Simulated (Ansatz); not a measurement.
thionyl fluoride (F₂OS), singlet, at a GFN2-xTB geometry; REVPBE/STO-3G (Ansatz, a program for electronic structure).

Here is a job for Ansatz.
Ansatz 0.2 input:
```yaml
crystal:
  periodic: [false, false, false]
  atoms:
    - {symbol: O, position_ang: [1.36431422, -0.14953623, -0.37776966]}
    - {symbol: S, position_ang: [0.20253837, -0.00630885, 0.40783444]}
    - {symbol: F, position_ang: [-0.66691673, 1.26541662, -0.23549748]}
    - {symbol: F, position_ang: [-0.90587522, -1.12127979, -0.15374626]}
basis:
  gaussian:
    orbitals: STO-3G
hamiltonian:
  xc: revpbe
```

What the program printed (banner, timings and long lists left out):

```
Functional definition: revPBE
313 factors; integrals over basis functions are off by at most 1.7e-5 eV
mean field evaluation 1: about -18072.8915 eV, gradient 4.3e1 eV
mean field evaluation 2: about -17993.7749 eV, gradient 1.7e2 eV
mean field evaluation 4: about -18079.4377 eV, gradient 9.1e0 eV
mean field evaluation 8: about -18079.6542 eV, gradient 9.6e-2 eV
mean field evaluation 16: about -18079.6542 eV, gradient 2.6e-6 eV
mean field -18079.65424880 eV, -664.4150388137 hartree, gradient 2.6e-6 eV, S^2 0.000000; 0 other end points of the search recorded, 0 dependent functions left out
reference -18079.65425731 eV, -664.4150391265 hartree; 21, 21 occupied and 3, 3 virtual orbitals, 313 factors
Total energy: -18079.65425731 eV, -664.4150391265 hartree
```
